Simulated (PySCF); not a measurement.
## Ge²⁺ (germanium, charge +2) across methods

[Ar] 3d10 4s2, closed-shell 1S. Computed with PySCF 2.14 in ANO-RCC-VTZP (6s5p3d1f, 43 functions), with the spin-free X2C one-electron Hamiltonian (Gaussian nucleus).

```json
{"method": "UHF", "E (hartree)": "-2096.22231", "mean ε 3p (eV)": "-161.74", "mean ε 3d (eV)": "-63.561", "mean ε 4s (eV)": "-32.464", "Σ⟨r²⟩ (bohr²)": "19.87", "⟨S²⟩": "0.000"}
{"method": "r2SCAN", "E (hartree)": "-2097.822", "mean ε 3p (eV)": "-138.77", "mean ε 3d (eV)": "-49.898", "mean ε 4s (eV)": "-29.553", "Σ⟨r²⟩ (bohr²)": "19.68", "⟨S²⟩": "0.000"}
{"method": "BLYP", "E (hartree)": "-2097.974", "mean ε 3p (eV)": "-135.04", "mean ε 3d (eV)": "-48.873", "mean ε 4s (eV)": "-29.346", "Σ⟨r²⟩ (bohr²)": "19.76", "⟨S²⟩": "0.000"}
{"method": "LC-wPBE", "E (hartree)": "-2097.600", "mean ε 3p (eV)": "-141.39", "mean ε 3d (eV)": "-54.616", "mean ε 4s (eV)": "-33.261", "Σ⟨r²⟩ (bohr²)": "19.70", "⟨S²⟩": "0.000"}
{"method": "PBE0", "E (hartree)": "-2097.593", "mean ε 3p (eV)": "-142.21", "mean ε 3d (eV)": "-52.920", "mean ε 4s (eV)": "-30.288", "Σ⟨r²⟩ (bohr²)": "19.71", "⟨S²⟩": "0.000"}
{"method": "CAM-B3LYP", "E (hartree)": "-2097.993", "mean ε 3p (eV)": "-142.73", "mean ε 3d (eV)": "-54.181", "mean ε 4s (eV)": "-31.962", "Σ⟨r²⟩ (bohr²)": "19.75", "⟨S²⟩": "0.000"}
{"method": "LDA", "E (hartree)": "-2094.555", "mean ε 3p (eV)": "-135.10", "mean ε 3d (eV)": "-49.324", "mean ε 4s (eV)": "-29.662", "Σ⟨r²⟩ (bohr²)": "19.70", "⟨S²⟩": "0.000"}
{"method": "PBE", "E (hartree)": "-2097.570", "mean ε 3p (eV)": "-135.29", "mean ε 3d (eV)": "-49.006", "mean ε 4s (eV)": "-29.265", "Σ⟨r²⟩ (bohr²)": "19.73", "⟨S²⟩": "0.000"}
{"method": "M06-2X", "E (hartree)": "-2097.943", "mean ε 3p (eV)": "-147.92", "mean ε 3d (eV)": "-57.046", "mean ε 4s (eV)": "-30.566", "Σ⟨r²⟩ (bohr²)": "19.90", "⟨S²⟩": "0.000"}
```
